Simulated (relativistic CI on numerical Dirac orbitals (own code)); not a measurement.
## Line list: Electric-dipole lines, Tc XXVIII

Method of calculation: Dirac-Coulomb-Breit CI, orbitals from a KLI potential per configuration, QED by a radiative potential, unscaled Slater integrals (own radial code, finite nucleus).

CI space (outside the closed core [Ne]): 3s2.3p4, 3s.3p5, 3s2.3p3.3d, 3p6, 3s.3p4.3d, 3p5.3d, 3s.3p3.3d2, 3s2.3p2.3d.4p, 3p5.4s, 3s2.3p3.4s, 3s.3p3.3d.4s, 3p5.4p, 3s2.3p3.4p, 3s2.3p3.4d, 3s.3p4.4s, 3p4.3d.4p, 3s2.3p3.4f, 3s.3p4.4p, 3s.3p4.4d, 3s.3p4.4f, 3s2.3p3.5s, 3s2.3p3.5p, 3s2.3p3.5d, 3s2.3p2.4s.4p, 3s2.3p3.5f, 3s2.3p3.5g, 3s.3p3.4s2, 3s.3p4.5s, 3s.3p4.5p, 3s2.3p2.3d2, 3s2.3p.3d3, 3s.3p2.3d3, 3s2.3p.3d2.4s, 3s2.3p.3d2.4p, 3s2.3p.3d2.4d, 3p4.3d2, 3p3.3d3, 3p3.3d2.4s, 3p3.3d2.4p, 3p3.3d2.4d, 3s2.3p2.3d.4s, 3s.3p2.3d2.4s, 3s2.3p.3d.4s2, 3s2.3p.3d.4s.4p, 3s2.3p.3d.4s.4d, 3p4.3d.4s, 3p3.3d.4s2, 3p3.3d.4s.4p, 3p3.3d.4s.4d, 3s2.3p2.4s2, 3s.3p2.3d.4s2, 3s2.3p.4s2.4p, 3s2.3p.4s2.4d, 3s2.3p2.4p2, 3s2.3p.3d.4p2, 3s.3p2.3d.4p2, 3s2.3p.4s.4p2, 3s2.3p.4p3, 3s2.3p.4p2.4d. Double excitations out of closed p, d and f shells are left out; levels of such configurations are missing from the list, as are those of other unlisted configurations, and high levels can miss mixing partners. These lack a partner that the ground configuration has and come out too high: 3s2.3p3.4f, 3s.3p4.4p, 3s.3p4.4d, 3s.3p4.4f, 3s2.3p3.5s.

```csv
λ vac (nm),Lower,Upper,A (s⁻¹),gf,Branching (%)
7.4152,3s2.3p4 3P_2 [1],3s2.3p3.3d 1F°_3 [36],1.80e+11,1.04e+00,91.8
7.4179,3s2.3p3.3d 5D°_4 [12],3s2.3p2.3d2 5P_3 [140],2.30e+11,1.33e+00,71.0
7.4555,3s2.3p3.3d 3G°_3 [15],3s2.3p2.3d2 3G_3 [160],2.13e+11,1.25e+00,52.6
7.4728,3s.3p5 3P°_2 [6],3s.3p4.3d 3D_3 [106],2.24e+11,1.31e+00,85.6
7.4872,3s2.3p3.3d 5D°_3 [10],3s2.3p2.3d2 5D_3 [130],2.89e+11,1.70e+00,75.6
7.5010,3s2.3p4 3P_2 [1],3s2.3p3.3d 3P°_1 [35],3.02e+11,7.63e-01,83.4
7.5421,3s2.3p3.3d 5D°_4 [12],3s2.3p2.3d2 5D_4 [137],1.46e+11,1.12e+00,57.8
7.5492,3s2.3p4 3P_2 [1],3s2.3p3.3d 3P°_2 [34],1.71e+11,7.30e-01,83.9
7.6300,3s2.3p4 3P_2 [1],3s2.3p3.3d 3D°_3 [33],9.23e+10,5.64e-01,98.4
7.6415,3s2.3p4 1D_2 [4],3s2.3p3.3d 1F°_3 [46],3.57e+11,2.19e+00,100.0
7.6663,3s2.3p4 3P_1 [3],3s2.3p3.3d 3P°_1 [44],2.32e+11,6.14e-01,63.1
7.6716,3s2.3p4 1D_2 [4],3s2.3p3.3d 1D°_2 [45],1.81e+11,8.00e-01,62.5
7.6815,3s2.3p3.3d 5D°_4 [12],3s2.3p2.3d2 5D_4 [132],1.64e+11,1.31e+00,72.2
7.6996,3s2.3p4 3P_2 [1],3s2.3p3.3d 3F°_3 [32],9.23e+10,5.74e-01,88.1
7.7449,3s2.3p4 3P_2 [1],3s2.3p3.3d 3P°_2 [31],1.55e+11,6.97e-01,84.4
7.7518,3s.3p5 3P°_2 [6],3s.3p4.3d 3S_1 [96],2.82e+11,7.62e-01,82.3
7.7871,3s2.3p3.3d 3G°_5 [27],3s2.3p2.3d2 3G_5 [178],2.34e+11,2.34e+00,64.9
8.2349,3s2.3p4 3P_1 [3],3s2.3p3.3d 1D°_2 [38],1.61e+11,8.20e-01,59.9
8.3048,3s2.3p4 1S_0 [5],3s2.3p3.3d 1P°_1 [49],2.84e+11,8.82e-01,95.5
8.4131,3s2.3p3.3d 1F°_3 [46],3s2.3p2.3d2 1G_4 [230],4.13e+11,3.94e+00,80.8
```

Terms are leading LS components. Brackets give the number of a level in order of energy, since labels repeat. The list gives strong lines, with weight on those to low levels, without lines whose two gauges differ by over a factor of 2.5, among the lowest 400 of 8860 levels, so that lines to higher ones, which can be the strongest, are missing. Levels whose partners in the same complex of configurations lie outside the list can be far off, and so can their lines. Rates are taken at the computed energies, electric ones in the length gauge.

At this charge energies of transitions that change n are usually good to better than 1 %, and those within a shell (Δn = 0) to a few per cent.

LS names give the leading component of a level, which can be under half, so a name can repeat, a term be missing and a line seem to break the LS rules.
